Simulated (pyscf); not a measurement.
## H₃C–Zn–CH₂–OH, singlet

Gas-phase minimum from PySCF at ωB97X-D3(BJ)/def2-SVP, one conformer. 

```
Zn
C 1 1.9458
H 2 1.1033 1 111.44
H 2 1.1033 3 107.26 1 -122.27
H 2 1.1034 3 107.30 4 -115.01
C 1 1.9668 3 156.09 2 179.03
H 6 1.1110 1 110.63 3 66.99
H 6 1.1110 7 105.68 1 -119.74
O 6 1.4289 7 111.35 8 -121.05
H 9 0.9640 6 108.26 7 58.96
```

Properties at ωB97X-D3(BJ)/def2-SVP:

```json
{
 "harmonic_wavenumbers_unscaled": "5, 91, 130, 224, 330, 507, 606, 634, 669, 716, 1080, 1173, 1223, 1235, 1350, 1444, 1444, 1487, 2987, 3027, 3055, 3152, 3153, 3860 cm⁻¹",
 "zero_point_energy": "48.0 kcal/mol",
 "rotational_symmetry_number": "1",
 "Entropy of this conformer at 298 K and 1 atm, rigid rotor and harmonic oscillator, modes under 100 cm⁻¹ raised to 100": "338.5 J/(mol K)",
 "dipole_moment": "1.49 D"
}
```

Single-point totals, which compare only within one level:

```
level                   total energy (hartree)
----------------------  ----------------------
ωB97X-D3(BJ)/def2-TZVP             -1934.49805
PBE/def2-TZVP                      -1934.01543
r²SCAN/def2-TZVP                   -1934.37046
B3LYP-D3(BJ)/def2-TZVP             -1934.54265
PBE0-D3(BJ)/def2-TZVP              -1934.04902
M06-2X/def2-TZVP                   -1934.37264
ωB97M-D3(BJ)/def2-TZVP             -1934.53898
```

The lowest mode is so soft that the shape along it may change with the basis. Soft torsions are taken as harmonic, which can shift the entropy by several J/(mol K). Elements up to Kr have no core potential and no relativistic terms here.
